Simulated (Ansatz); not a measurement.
`C#CSS[SiH2]C` from Hartree–Fock to CCSD(T)

```xyz
12

C    -3.421    1.060    0.778
C    -2.721    0.962   -0.199
S    -1.831    0.794   -1.605
S     0.091    1.304   -1.020
Si    0.694   -0.652   -0.345
C     2.445   -0.502    0.278
H    -4.034    1.152    1.643
H     0.595   -1.598   -1.485
H    -0.237   -1.082    0.729
H     2.797   -1.476    0.629
H     3.117   -0.163   -0.513
H     2.506    0.201    1.110
```

The species carries charge 0 and has multiplicity 1. All single points use the PBE0-D4/def2-TZVP geometry. It is one conformer, not always the lowest. Frozen core, restricted reference, Ansatz. CBS rows extrapolate triple and quadruple zeta; past MP2 they add the triple-zeta difference.

```csv
basis,HF (Eh),MP2 corr.,CCSD corr.,(T),CCSD(T) total
def2-TZVPP,-1201.13233,-0.94960,-1.00806,-0.05101,-1202.19140
def2-QZVPP,-1201.16867,-1.02168,–,–,–
CBS(def2),-1201.17368,-1.07507,-1.13353,as TZ,-1202.35822
```
